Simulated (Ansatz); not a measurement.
`C=C(C)[TeH]` + `[NH2][AlH][SiH2]O` → `[NH2][AlH][SiH2][TeH]` + `C=C(C)O`  (formal exchange of groups at a Te–C bond)

Gas-phase electronic energies from Ansatz, PBE0-D4/def2-TZVP geometries. CCSD(T)/CBS is the MP2 limit (def2-TZVPP, def2-QZVPP) plus CCSD(T) − MP2 in def2-TZVPP, frozen cores. Elements past krypton have def2 core potentials. For Te outer-core shells are correlated without core-valence functions, which leaves a few kJ/mol of doubt a bond. One conformer a species, not always the lowest.

`C=C(C)[TeH]`:

Cartesian coordinates in Å:
```
C -0.838 -0.563 1.207
C 0.054 -0.200 0.293
C -0.176 0.867 -0.723
Te 1.969 -1.090 0.333
H -0.659 -1.358 1.920
H -1.799 -0.056 1.263
H -1.186 1.274 -0.631
H 0.545 1.681 -0.610
H -0.055 0.474 -1.737
H 2.146 -1.031 -1.316
```

`[NH2][AlH][SiH2]O`:

Cartesian coordinates in Å:
```
N 0.530 -0.042 -1.995
Al -0.871 -0.011 -0.913
Si -0.370 0.202 1.492
O 1.259 0.053 1.810
H 0.489 -0.133 -2.998
H 1.484 0.085 -1.697
H -2.307 -0.144 -1.580
H -1.152 -0.783 2.306
H -0.730 1.548 2.019
H 1.669 -0.774 1.554
```

`[NH2][AlH][SiH2][TeH]`:

Cartesian coordinates in Å:
```
N 0.413 -1.844 1.266
Al -0.339 -0.939 -0.050
Si -0.489 1.482 0.101
Te 1.071 2.106 -1.781
H 0.617 -2.831 1.240
H 0.736 -1.445 2.133
H -0.785 -1.718 -1.356
H 0.166 2.089 1.294
H -1.809 2.151 -0.074
H 0.419 0.948 -2.775
```

`C=C(C)O`:

```xyz
10

C    -1.230   -0.442   -0.352
C    -0.145    0.234    0.021
C     1.214   -0.347    0.176
O    -0.142    1.561    0.313
H    -2.198    0.038   -0.448
H    -1.168   -1.497   -0.572
H     1.920    0.164   -0.484
H     1.569   -0.207    1.200
H     1.213   -1.410   -0.058
H    -1.033    1.907    0.204
```

| species | SCS-MP2/def2-TZVPP energy (Eh) |
| --- | --- |
| `C=C(C)[TeH]` | -385.03104 |
| `[NH2][AlH][SiH2]O` | -664.47642 |
| `[NH2][AlH][SiH2][TeH]` | -856.73914 |
| `C=C(C)O` | -192.75769 |

**Question.** Work out ΔE.

**Answer.** ΔE = (-856.73914) + (-192.75769) − (-385.03104) − (-664.47642) = 0.01063 Eh = +6.7 kcal/mol. CCSD(T)/CBS gives +4.6 kcal/mol.

Largest T1 diagnostic among the species: 0.012.

In def2-TZVPP, CCSD(T) changes the Hartree–Fock value by +1.8 kcal/mol (the triples alone add −0.0 kcal/mol) and MP2 by +3.0 kcal/mol.
